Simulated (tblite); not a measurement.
Record of a relaxation.

Compound: C5H9BF2S.
Numbering: `[CH2:1]=[C:2]([CH2:3][CH3:4])[S:5][CH2:6][B:7]([F:8])[F:9]` (hydrogens: H10, H11 on C1; H12, H13 on C3; H14, H15, H16 on C4; H17, H18 on C6)

Computed with GFN2-xTB (tblite), gas phase: L-BFGS steps from a force-field or distance-geometry start until the largest atomic force falls under 0.01 eV/Å. 5 of its 149 geometries are shown.

Step 0: E = -795.7459 eV, largest atomic force 3.922 eV/Å
```
atom  x, y, z in Å  |  force x, y, z in eV/Å
C1     -0.494    2.371    1.047    0.386  -0.653   0.340
C2     -0.226    1.145    0.576    0.489   0.912   1.215
C3     -0.796    0.737   -0.698   -1.043   1.013  -1.530
C4     -1.714   -0.460   -0.639   -0.589  -1.254   0.349
S5      0.837    0.134    1.606   -0.254   0.451   0.509
C6      1.180   -1.498    0.902    0.701  -0.660  -1.045
B7      2.059   -1.389   -0.441    3.636   0.941   0.438
F8      2.499   -0.043   -0.828   -1.024  -3.773   0.309
F9      3.019   -2.482   -0.669   -2.446   2.909  -0.011
H10    -1.142    2.979    0.445    0.034   0.375   0.293
H11    -0.102    2.729    1.999   -0.240  -0.083  -0.529
H12    -0.040    0.600   -1.483    0.034   0.023   0.276
H13    -1.458    1.601   -1.036    0.988  -0.727   0.177
H14    -1.752   -0.919    0.381   -0.096   0.512  -0.741
H15    -1.290   -1.228   -1.304   -0.677   0.058   0.120
H16    -2.754   -0.172   -0.933    0.963  -0.572   0.196
H17     1.880   -1.985    1.651   -0.877   0.460  -0.684
H18     0.284   -2.111    0.787    0.014   0.070   0.318
```

Step 37: E = -797.1861 eV, largest atomic force 0.196 eV/Å
```
atom  x, y, z in Å  |  force x, y, z in eV/Å
C1     -0.517    2.387    1.045    0.070   0.017   0.003
C2     -0.245    1.150    0.655    0.008  -0.016   0.040
C3     -0.663    0.587   -0.662    0.002   0.031  -0.084
C4     -1.709   -0.525   -0.525   -0.087  -0.038  -0.007
S5      0.612    0.077    1.783    0.055  -0.096  -0.025
C6      1.161   -1.388    0.798   -0.014   0.093   0.054
B7      2.192   -1.170   -0.378    0.066   0.048   0.020
F8      2.518   -0.019   -0.924    0.060  -0.062   0.067
F9      2.810   -2.206   -0.914   -0.063   0.066   0.025
H10    -1.045    3.064    0.397   -0.061   0.015   0.035
H11    -0.209    2.762    2.003    0.019   0.017   0.029
H12     0.222    0.230   -1.180    0.032  -0.162  -0.105
H13    -1.066    1.396   -1.267   -0.053   0.124  -0.047
H14    -1.772   -0.876    0.501    0.027  -0.056   0.055
H15    -1.479   -1.363   -1.175   -0.003  -0.068  -0.035
H16    -2.695   -0.161   -0.793   -0.087   0.078  -0.016
H17     1.606   -2.033    1.561   -0.016   0.016  -0.040
H18     0.270   -1.907    0.440    0.043  -0.007   0.030
```

Step 74: E = -797.3300 eV, largest atomic force 0.132 eV/Å
```
atom  x, y, z in Å  |  force x, y, z in eV/Å
C1     -0.452    2.283    0.862   -0.021  -0.001  -0.003
C2     -0.249    1.013    0.540   -0.009  -0.032   0.055
C3     -0.724    0.387   -0.732    0.047  -0.052   0.042
C4     -2.013   -0.405   -0.494    0.015  -0.010  -0.055
S5      0.465   -0.052    1.773    0.010   0.014  -0.030
C6      1.326   -1.401    0.853    0.037   0.024  -0.013
B7      2.389   -0.953   -0.222    0.089   0.098  -0.001
F8      3.227    0.050   -0.070   -0.107  -0.053   0.005
F9      2.547   -1.610   -1.357   -0.071   0.040   0.050
H10    -0.970    2.944    0.189    0.019   0.049  -0.004
H11    -0.137    2.687    1.807    0.025   0.011   0.000
H12     0.048   -0.282   -1.117    0.032  -0.039  -0.091
H13    -0.888    1.168   -1.478   -0.045  -0.029   0.040
H14    -1.901   -1.075    0.354    0.036  -0.012   0.016
H15    -2.252   -0.999   -1.372   -0.056   0.017  -0.024
H16    -2.844    0.265   -0.283    0.054   0.011  -0.015
H17     1.827   -1.923    1.669    0.063  -0.024   0.044
H18     0.593   -2.091    0.442   -0.118  -0.014  -0.015
```

Step 111: E = -797.3590 eV, largest atomic force 0.035 eV/Å
```
atom  x, y, z in Å  |  force x, y, z in eV/Å
C1     -0.327    2.268    0.813   -0.008   0.034   0.000
C2     -0.234    0.976    0.535    0.006  -0.023  -0.013
C3     -0.720    0.354   -0.738    0.006   0.003   0.003
C4     -1.991   -0.462   -0.505   -0.006  -0.001  -0.002
S5      0.371   -0.108    1.810   -0.003   0.018  -0.011
C6      1.294   -1.426    0.902    0.001  -0.009   0.003
B7      2.277   -0.851   -0.187   -0.009   0.019   0.017
F8      3.111    0.138    0.036   -0.008  -0.012  -0.007
F9      2.333   -1.336   -1.414    0.013  -0.010   0.007
H10    -0.773    2.957    0.116    0.027   0.008  -0.004
H11     0.021    2.676    1.746   -0.017  -0.026  -0.002
H12     0.052   -0.291   -1.163    0.012   0.008  -0.012
H13    -0.922    1.147   -1.461    0.011  -0.002   0.020
H14    -1.834   -1.214    0.263    0.003  -0.009  -0.007
H15    -2.292   -0.957   -1.425   -0.016   0.008   0.022
H16    -2.795    0.193   -0.177   -0.027  -0.010   0.002
H17     1.843   -1.913    1.709    0.005   0.001  -0.005
H18     0.578   -2.145    0.504    0.010   0.002  -0.011
```

Step 148: E = -797.3619 eV, largest atomic force 0.010 eV/Å
```
atom  x, y, z in Å  |  force x, y, z in eV/Å
C1     -0.279    2.267    0.799   -0.008  -0.002   0.002
C2     -0.236    0.971    0.527   -0.008  -0.001   0.000
C3     -0.736    0.358   -0.744   -0.001   0.001   0.001
C4     -1.993   -0.478   -0.501   -0.001   0.006   0.003
S5      0.318   -0.131    1.810   -0.002   0.003   0.004
C6      1.276   -1.424    0.905    0.002  -0.002   0.002
B7      2.261   -0.828   -0.170    0.002  -0.005  -0.008
F8      3.029    0.215    0.039   -0.004   0.002  -0.002
F9      2.389   -1.359   -1.372    0.000   0.003   0.003
H10    -0.681    2.975    0.095    0.004  -0.001  -0.001
H11     0.072    2.659    1.738    0.002  -0.004  -0.003
H12     0.040   -0.268   -1.193   -0.003   0.002   0.001
H13    -0.961    1.160   -1.450    0.005   0.000   0.000
H14    -1.799   -1.271    0.217    0.002   0.001  -0.003
H15    -2.333   -0.926   -1.432    0.002  -0.004  -0.001
H16    -2.788    0.150   -0.106    0.004   0.003   0.000
H17     1.827   -1.909    1.712    0.004  -0.002   0.003
H18     0.583   -2.155    0.490    0.000   0.000   0.001
```

Question: Summarise the path.

Answer: The energy falls by 1.6161 eV from step 0 to step 148; nine tenths of that is first reached at step 42. It falls at every step. The largest force goes from 3.922 to 0.010 eV/Å. Among the bonds B7–F8 changes most, from 1.468 to 1.313 Å; the atoms move by 0.694 Å rms after alignment.

Question: Follow the three bonds and two angles with the largest change from start to end.

Answer: 
| step | E above end (eV) | largest force (eV/Å) | B7–F8 (Å) | B7–F9 (Å) | C3–H13 (Å) | C2–S5–C6 (°) | C3–C2–S5 (°) |
| --- | --- | --- | --- | --- | --- | --- | --- |
| 0 | 1.6161 | 3.922 | 1.468 | 1.473 | 1.140 | 113.5 | 125.2 |
| 6 | 0.3984 | 0.475 | 1.309 | 1.316 | 1.095 | 112.3 | 125.5 |
| 13 | 0.2708 | 0.350 | 1.313 | 1.319 | 1.093 | 112.1 | 123.2 |
| 19 | 0.2370 | 0.200 | 1.313 | 1.320 | 1.093 | 110.7 | 122.5 |
| 26 | 0.2078 | 0.112 | 1.312 | 1.319 | 1.089 | 108.5 | 119.6 |
| 32 | 0.1948 | 0.109 | 1.311 | 1.319 | 1.094 | 107.7 | 119.0 |
| 39 | 0.1685 | 0.175 | 1.314 | 1.320 | 1.090 | 106.3 | 118.1 |
| 45 | 0.1460 | 0.151 | 1.314 | 1.319 | 1.092 | 105.0 | 118.4 |
| 51 | 0.1228 | 0.170 | 1.312 | 1.319 | 1.091 | 104.1 | 118.6 |
| 58 | 0.0951 | 0.302 | 1.305 | 1.320 | 1.092 | 104.9 | 118.0 |
| 64 | 0.0664 | 0.177 | 1.309 | 1.316 | 1.090 | 106.6 | 116.6 |
| 71 | 0.0424 | 0.223 | 1.314 | 1.324 | 1.094 | 106.3 | 117.6 |
| 77 | 0.0252 | 0.108 | 1.312 | 1.322 | 1.092 | 106.1 | 118.0 |
| 84 | 0.0151 | 0.056 | 1.313 | 1.319 | 1.091 | 105.2 | 118.4 |
| 90 | 0.0110 | 0.047 | 1.313 | 1.320 | 1.093 | 105.3 | 118.5 |
| 97 | 0.0088 | 0.046 | 1.312 | 1.320 | 1.092 | 105.3 | 118.4 |
| 103 | 0.0063 | 0.057 | 1.312 | 1.319 | 1.092 | 105.3 | 118.2 |
| 109 | 0.0036 | 0.046 | 1.313 | 1.320 | 1.093 | 104.9 | 117.9 |
| 116 | 0.0022 | 0.026 | 1.313 | 1.320 | 1.091 | 104.4 | 117.7 |
| 122 | 0.0017 | 0.015 | 1.313 | 1.320 | 1.092 | 104.5 | 117.8 |
| 129 | 0.0010 | 0.029 | 1.313 | 1.320 | 1.092 | 104.4 | 117.7 |
| 135 | 0.0004 | 0.014 | 1.313 | 1.320 | 1.092 | 104.2 | 117.6 |
| 142 | 0.0002 | 0.016 | 1.313 | 1.320 | 1.092 | 104.2 | 117.5 |
| 148 | 0.0000 | 0.010 | 1.313 | 1.320 | 1.092 | 104.0 | 117.5 |

What follows is the cost of the whole relaxation. Hardware: Arm Neoverse N1, one thread, no GPU, shared host with 64 logical CPUs at a one-minute load of 61. Cost: 1.9 s wall.
